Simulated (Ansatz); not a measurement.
System: CH$_{4}$BS$_{2}$, charge 0, multiplicity 2. It need not be the lowest isomer of its formula. 
Structure (B3LYP-D3(BJ)/def2-TZVP (Ansatz, a quantum-chemistry and plane-wave program) minimum search):
```xyz
8

C     -1.6157    -0.2397     0.9688
B     -0.3243    -0.0528     0.1974
S     -0.1751     1.4348    -0.8318
S      1.0501    -1.2346     0.2619
H     -2.4308     0.4742     0.9223
H     -1.8009    -1.0939     1.6101
H      1.0591     1.2305    -1.3235
H      0.4880    -2.1133     1.1090
```
Charge 0, spin multiplicity 2.

Wanted: atomisation energy (electronic, to ground-state atoms), in kJ/mol. Cores are frozen in the correlated levels unless marked. UHF or UKS for open shells. No spin-orbit coupling. Non-relativistic. The coupled-cluster limit lacks core correlation, which all-electron functionals hold. Basis-set limits of correlation are two-point, X^-3; Hartree-Fock from the larger set. The bracket is a focal-point correction in the basis named.

| level | program | atomisation energy (kJ/mol) | minus last row |
|---|---|---|---|
| HF/cc-pV(T+d)Z | Ansatz | 2083.6 | -692.8 |
| BLYP-D3(BJ)/def2-TZVPD | Ansatz + dftd3 | 2785.3 | 8.9 |
| PBE0/STO-3G | Ansatz | 3462.9 | 686.5 |
| B2GP-PLYP/def2-TZVPD | Ansatz | 2739.9 | -36.5 |
| SCS-MP2/cc-pV(T+d)Z | Ansatz | 2717.6 | -58.8 |
| CCSD/aug-cc-pV(T+d)Z | Ansatz | 2667.3 | -109.1 |
| CCSD/CBS(cc-pV(T+d)Z,cc-pV(Q+d)Z) | Ansatz | 2727.2 | -49.2 |
| CCSD(T)/6-31G* | Ansatz | 2504.8 | -271.6 |
| RI-MP2/CBS(aug-cc-pV(T+d)Z,aug-cc-pV(Q+d)Z)+[CCSD(T)-MP2]/aug-cc-pV(Q+d)Z | Ansatz | 2776.1 | -0.3 |
| CCSD(T)/CBS(aug-cc-pV(T+d)Z,aug-cc-pV(Q+d)Z) | Ansatz | 2776.4 | 0.0 |
